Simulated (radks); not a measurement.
Isoelectronic series with 13 electrons, each ion in its NIST ground configuration. Method: non-relativistic Kohn-Sham, PBEsol, spin-polarised, spherical densities, point nucleus; open shells are filled with parallel spins first; computed with a radial shooting solver on a logarithmic mesh with Libxc functionals. Total energies (hartree) and mean radii <r> (bohr) (* marks an orbital that is empty in some or all of the ions):

ion   configuration  E (hartree)  3p down*   3p up  3s down   3s up
Al     [Ne] 3s2 3p1   -241.74564     3.461   3.390    2.543   2.557
Si+    [Ne] 3s2 3p1   -288.39341     2.467   2.439    2.062   2.062
P2+    [Ne] 3s2 3p1   -339.41461     1.977   1.961    1.749   1.747
S3+    [Ne] 3s2 3p1   -394.79466     1.668   1.657    1.526   1.523
Cl4+   [Ne] 3s2 3p1   -454.52575     1.450   1.442    1.358   1.355
Ar5+   [Ne] 3s2 3p1   -518.60312     1.286   1.280    1.225   1.222
K6+    [Ne] 3s2 3p1   -587.02365     1.157   1.153    1.117   1.115
Ca7+   [Ne] 3s2 3p1   -659.78519     1.053   1.050    1.028   1.026
Sc8+   [Ne] 3s2 3p1   -736.88619    0.9674  0.9646   0.9520  0.9500
Ti9+   [Ne] 3s2 3p1   -818.32550    0.8949  0.8925   0.8871  0.8852
V10+   [Ne] 3s2 3p1   -904.10226    0.8329  0.8309   0.8307  0.8290
